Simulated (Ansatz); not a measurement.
# Ligand exchange: GeH2(CH3)Cl + C2H3I → GeH2(CH3)I + C2H3Cl

Species: GeH2(CH3)Cl, singlet; C2H3I `C=CI`, singlet; GeH2(CH3)I, singlet; C2H3Cl `C=CCl`, singlet. The partners trade Cl for I: Ge–Cl and C–I bonds give way to Ge–I and C–Cl.

Shapes, held fixed at every level: PBE0-D4/def2-TZVP. Programs: Ansatz 0.2.0. The zero-point and thermal change to 298 K, harmonic and unscaled (PBE0-D4/def2-TZVP), is +1.1 kJ/mol.

(1) Estimate ΔH(298 K) of this reaction.

## Answers

(1) The highest level, CCSD(T)/def2-TZVPP, gives ΔH(298 K) = +5.9 kJ/mol; the levels span -7.8 to +5.9. They disagree on the sign: 2 of 8 are positive. The column of differences is taken from that level and isn't an error. No measured value is set beside it here. For atoms past krypton def2 sets carry core potentials with scalar relativity. Relativity is left out for Ge unless named. Correlated rows may include outer-core shells of Ge, I, which these sets cover unevenly. Times are processor times on shared x86 and Arm servers, and rough.

| level | kind | ΔH(298 K) (kJ/mol) | less CCSD(T)/def2-TZVPP | CPU time (sum over the molecules) |
| --- | --- | --- | --- | --- |
| HF/def2-TZVPP | Hartree–Fock | -0.1 | -6.0 | – |
| SPW92/def2-TZVPP | LDA | -7.8 | -13.7 | 12 s |
| r2SCAN-D4/def2-TZVPP | meta-GGA | -1.4 | -7.3 | 36 s |
| B3LYP-D4/def2-TZVPP | global hybrid | +0.3 | -5.6 | 31 s |
| BHLYP-D4/def2-TZVPP | global hybrid | -1.3 | -7.2 | 23 s |
| PBE0-D4/def2-TZVPP | global hybrid | -4.5 | -10.4 | 22 s |
| CCSD(T)/def2-SVP | coupled cluster or CI | -4.6 | -10.5 | 30 s |
| CCSD(T)/def2-TZVPP | coupled cluster or CI | +5.9 | 0.0 | 8.9 min |
